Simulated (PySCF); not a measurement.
Mapped SMILES: `[CH3:1][C:2]#[C:3][BH:4][O:5][C:6]([F:7])([F:8])[F:9]` (H(Xn): hydrogen on atom n).

- PBE/pcSseg-1 with gauge-including orbitals
- structure optimised with PBE0-D3(BJ)/def2-SVP
- code: PySCF 2.14
- one computed conformer, gas phase, non-relativistic, fast rotation and ring inversion assumed for equivalent nuclei

Chemical shifts δ = σref − σ; 13C (σref 180.03), 1H (σref 31.20) against TMS; 11B (σref 94.77) against BF3·OEt2; 17O (σref 334.63) vs H2O; CFCl3 for 19F (σref 144.73), all at this level.

| atoms | nucleus | count | δ (ppm) |
| --- | --- | --- | --- |
| B4 | 11B | 1 | 32.8 |
| C3 | 13C | 1 | 90.8 |
| C2 | 13C | 1 | ? |
| C6 | 13C | 1 | 132.1 |
| C1 | 13C | 1 | ? |
| F7/F8/F9 | 19F | 3 | ? |
| O5 | 17O | 1 | 263.8 |
| H(B4) | 1H | 1 | 4.86 |
| H(C1) | 1H | 3 | 2.21 |

Fill in the missing shifts.

## Answers


- C2: 124.8 ppm, alkyne carbon
- C1: 6.9 ppm, propargylic methyl carbon; saturated and bonded to C and H only
- F7/F8/F9: -82.5 ppm, fluorine of an OCF3 group

Hydrogens on boron are broadened and split by 11B (spin 3/2, 80 %) and 10B (spin 3). A carbon bonded to boron is broadened by the quadrupolar boron nucleus and is often missing from a measured spectrum. Shifts are as computed. Against solution values, carbons near 30 ppm lie about +2 ppm off and those near 130 ppm about +2 ppm. Of 1211 compounds with measured shifts, 218 miss one by over three times the rms of a fit or turn the order of signals round; such compounds aren't used in these exercises. Unscaled 19F shifts against computed CFCl3 carry errors that often reach 10 to 50 ppm. Unscaled 17O shifts of doubly bonded oxygen tend to come out too high, by tens of ppm or more. Experimental scales use liquid or dissolved standards, which lie at an offset from isolated H2O (liquid H2O: subtract about 36 ppm).
